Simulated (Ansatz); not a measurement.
Input for Ansatz (development build ahead of 0.2.0):

```yaml
crystal:
  periodic: [false, false, false]
  atoms:
    - { symbol: Ce, position_ang: [0.0, 0.0, 0.0] }
    - { symbol: F, position_ang: [2.08681, 0.0, 0.36796] }
    - { symbol: F, position_ang: [-1.0434, 1.80723, 0.36796] }
    - { symbol: F, position_ang: [-1.0434, -1.80723, 0.36796] }
basis:
  gaussian: { orbitals: def2-TZVPP }
magnetization:
  spin_polarized: true
  initial_magnetization: 1
hamiltonian:
  xc: pbe0
```

The input is written out in the form of the current development build from the run's settings. The basis set brings a core potential for Ce, so the total leaves out those core electrons.

Results

| Item | Value |
| --- | --- |
| Converged | yes |
| Total energy | -774.65287 hartree |
| Spin squared of the determinant | 0.751 |
| Stability test | minimum |

Caution: other spin multiplicities were not run.
